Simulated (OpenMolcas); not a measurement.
**Levels of N by method**

- Program: OpenMolcas
- Basis: ANO-RCC-VTZP [4s3p2d1f]
- Scalar Hamiltonian: DKH2, point nucleus
- Active space: 5 electrons in 9 orbitals (RAS2 2s 2p; RAS3 3d, at most 2 electrons)
- State averaging: 2S+1 = 4 odd, 1 root; 2S+1 = 2 odd, 8 roots; 2S+1 = 4 even, 3 roots; 2S+1 = 2 even, 5 roots (0 in the spin-orbit step)
- Spin-orbit coupling: state interaction with AMFI integrals over the reference wave functions, term energies averaged over their components

Methods on the same reference wave functions:
A. RASSCF
B. SS-RASPT2, IPEA 0.25 Eh, imaginary shift 0.1 Eh (closed shells correlated: 1s)
C. XMS-RASPT2, IPEA 0.25 Eh, imaginary shift 0.1 Eh (closed shells correlated: 1s)

Energies in eV above 2s2 2p3 4S* 3/2, the measured ground level; measured values from NIST Handbook of Basic Atomic Spectroscopic Data.

| Level | A | B | C | Measured |
| --- | --- | --- | --- | --- |
| 2s2 2p3 4S* 3/2 | 0.0000 | 0.0000 | 0.0000 | 0.0000 |
| 2s2 2p3 2D* 3/2 | 2.7954 | 2.465 | 2.456 | 2.3846 |
| 2s2 2p3 2D* 5/2 | 2.7955 | 2.465 | 2.456 | 2.3835 |
| 2s2 2p3 2P* 3/2 | 4.1499 | 3.697 | 3.694 | 3.5756 |
| 2s2 2p3 2P* 1/2 | 4.1502 | 3.697 | 3.694 | 3.5756 |
| 2s 2p4 4P 5/2 | 11.2890 | 10.953 | 10.849 | 10.9239 |
| 2s 2p4 4P 3/2 | 11.2964 | 10.961 | 10.857 | 10.9294 |
| 2s 2p4 4P 1/2 | 11.3009 | 10.965 | 10.861 | 10.9318 |

Deviations, from unrounded energies. A percentage is the sum of absolute deviations over the sum of measured energies, with the sign that they share, or ± where signs differ.

```csv
Against measurement,Levels,A,B,C
mean absolute deviation (cm-1),7,3500,570,690
other terms of the ground configuration (%),4,+16.5,+3.4,+3.2
other configurations (%),3,+3.4,+0.3,-0.7
```

B lies closest to measurement on these levels and A furthest from it. The largest miss of B in the table is 2s2 2p3 2P* 1/2, by +980 cm-1. The ranking rests on the paired levels alone, and a cruder setting can come out closer through cancelling errors.

Between B and C the level of the table that moves most is 2s 2p4 4P 5/2, by 840 cm-1 (lowest in C, highest in B). Moves below CASPT2's spread within the term are not significant.

From A to B the spin-free energies of the other terms of 2s2 2p3 shown, above 4S*, scale by factors of 0.88 to 0.89.

The lowest spin-free term lies below A's lowest term by 0.058 hartree in B, 0.058 hartree in C.

CASPT2 does not keep the components of a term degenerate, so their means are used; among the terms shown or strongly mixed into the levels shown the widest spread is 59 cm-1 (2s 2p4 4P, C). Active for correlation alone: 3d; no level in the range computed is led by a configuration that fills it, so any true level of that kind is missing. Without dynamic correlation excited terms often stand tens of per cent too high (terms of higher spin than the ground term too low), and those without a measured partner can miss by more than the paired ones (holds for A). Measured partners are found by configuration, term and J. A level has none where our copy of the source lacks it or the pairing is in doubt (some pairs that miss far off the trend of their configuration count as doubtful), and it then counts in no deviation. Levels of configurations outside the active space are missing.

* marks odd parity.
